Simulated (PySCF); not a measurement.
# Interval between two levels of As³⁺ by level of theory

As³⁺ [Ar] 3d10 4s2 → As³⁺ [Ar] 3d9 4s2 4p1 [3F4, M_J = 4], as a difference of total energies. All numbers are calculated (PySCF 2.14, the two-component X2C-1e Hamiltonian, in x2c-TZVPall-2c with one added diffuse shell each of s, p, d type (7s8p5d1f, 63 functions)). Correlated levels: [Ne] frozen. "Screened" scales the spin-orbit matrix elements by Boettger's factors to mimic the two-electron term; Breit and QED terms are absent.

| method | interval between two levels (cm⁻¹) |
| --- | --- |
| GHF (spin-free) | 360070 |
| GMP2 (spin-free) | 369520 |
| GHF (screened spin-orbit) | 359040 |
| GMP2 (screened spin-orbit) | 368500 |

The labels give the starting determinants; with spin-orbit coupling the two ends relaxed to ⟨J²⟩ = 0.00, ⟨L²⟩ = 0.00, ⟨S²⟩ = 0.00 and ⟨J²⟩ = 20.01, ⟨L²⟩ = 12.01, ⟨S²⟩ = 2.00.
